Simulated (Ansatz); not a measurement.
**A relaxation, step by step**

SnH₂Cl₂O₂, singlet, PBE0-D4/def2-TZVP (Ansatz 0.2.0). Settings:

```yaml
hamiltonian: {xc: pbe0, dispersion: d4}
relax: {f_tol: 0.005, max_steps: 200}
```

Start, a step off a saddle point along its unstable mode:

```csv
atom,x (Å),y (Å),z (Å)
Sn1,-0.6321,-0.4240,-0.6000
O2,0.9398,0.8274,0.5653
O3,0.9875,-0.6363,-1.4156
H4,1.3721,0.4714,0.0500
Cl5,-2.3527,1.0199,-1.1130
Cl6,-1.5052,-1.7950,1.0592
H7,1.1905,0.5366,1.4542
```

| step | energy less the last (meV) | largest force component (eV/Å) |
| --- | --- | --- |
| 1 | 2093.0 | 16.256 |
| 2 | 49.3 | 0.238 |
| 3 (rejected trial) | 119.5 | 1.357 |
| 4 | 20.6 | 0.347 |
| 5 | 11.5 | 0.124 |
| 6 | 7.1 | 0.157 |
| 7 | 5.2 | 0.222 |
| 8 | 3.2 | 0.084 |
| 9 | 1.2 | 0.053 |
| 10 | 0.3 | 0.037 |
| 11 | 0.1 | 0.028 |
| 12 | 0.1 | 0.020 |
| 13 | 0.0 | 0.009 |
| 14 | 0.0 | 0.015 |
| 15 | 0.0 | 0.001 |

Step 2, positions (Å) and forces (eV/Å):

```json
{"atom": "Sn1", "x": "-0.622", "y": "-0.432", "z": "-0.625", "Fx": "0.234", "Fy": "-0.103", "Fz": "0.078"}
{"atom": "O2", "x": "0.853", "y": "0.844", "z": "0.698", "Fx": "-0.037", "Fy": "-0.140", "Fz": "-0.122"}
{"atom": "O3", "x": "0.930", "y": "-0.750", "z": "-1.559", "Fx": "-0.227", "Fy": "0.169", "Fz": "0.163"}
{"atom": "H4", "x": "1.470", "y": "0.535", "z": "-0.001", "Fx": "0.238", "Fy": "0.037", "Fz": "0.090"}
{"atom": "Cl5", "x": "-2.345", "y": "1.004", "z": "-1.111", "Fx": "0.000", "Fy": "0.054", "Fz": "-0.009"}
{"atom": "Cl6", "x": "-1.498", "y": "-1.762", "z": "1.045", "Fx": "-0.003", "Fy": "-0.017", "Fz": "0.018"}
{"atom": "H7", "x": "1.212", "y": "0.561", "z": "1.552", "Fx": "-0.205", "Fy": "0.001", "Fz": "-0.219"}
```

Step 5, positions (Å) and forces (eV/Å):

| atom | x | y | z | Fx | Fy | Fz |
| --- | --- | --- | --- | --- | --- | --- |
| Sn1 | -0.606 | -0.456 | -0.633 | 0.044 | 0.032 | 0.081 |
| O2 | 0.839 | 0.821 | 0.631 | 0.078 | -0.069 | 0.049 |
| O3 | 0.903 | -0.771 | -1.619 | -0.028 | -0.031 | -0.031 |
| H4 | 1.577 | 0.532 | 0.056 | -0.108 | 0.021 | 0.064 |
| Cl5 | -2.307 | 1.041 | -1.045 | 0.028 | -0.020 | 0.010 |
| Cl6 | -1.473 | -1.778 | 1.063 | 0.055 | 0.059 | -0.049 |
| H7 | 1.067 | 0.611 | 1.547 | -0.070 | 0.008 | -0.124 |

Step 12, positions (Å) and forces (eV/Å):

```csv
atom,x,y,z,Fx,Fy,Fz
Sn1,-0.575,-0.454,-0.686,-0.020,0.004,0.011
O2,0.812,0.809,0.625,0.004,-0.005,-0.015
O3,0.836,-0.868,-1.768,0.012,-0.001,-0.004
H4,1.644,0.593,0.174,0.002,0.004,0.003
Cl5,-2.272,1.066,-1.017,-0.002,0.006,-0.007
Cl6,-1.340,-1.690,1.124,0.005,-0.006,0.003
H7,0.895,0.544,1.549,-0.001,-0.002,0.008
```

Last step (15):

Sn1  (-0.576, -0.453, -0.686)
O2  (0.812, 0.808, 0.625)
O3  (0.835, -0.867, -1.767)
H4  (1.644, 0.593, 0.174)
Cl5  (-2.273, 1.067, -1.020)
Cl6  (-1.337, -1.692, 1.125)
H7  (0.895, 0.544, 1.549)
(Å)

Hardware: 8 CPU threads of an Intel Xeon Platinum 8488C, shared host. Wall time 23 s; peak host memory 0.64 GiB.
